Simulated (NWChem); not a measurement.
C$_{3}$H$_{2}$Cl$_{2}$; SMILES ClC=C=CCl

**Question.** Give the equilibrium geometry at PBE0/def2-SVP (NWChem) as a list of bonds and angles, with the point group.

**Answer.** point group C2; any orientation.
Bond lengths (Å): Cl1–C2 1.731, C2–C3 1.307, C2–H6 1.095, C3–C4 1.307, C4–Cl5 1.731, C4–H7 1.095. Angles (°): Cl1–C2–C3 123.7, Cl1–C2–H6 113.6, C3–C2–H6 122.7, C2–C3–C4 178.8, C3–C4–Cl5 123.7, C3–C4–H7 122.7, Cl5–C4–H7 113.6.
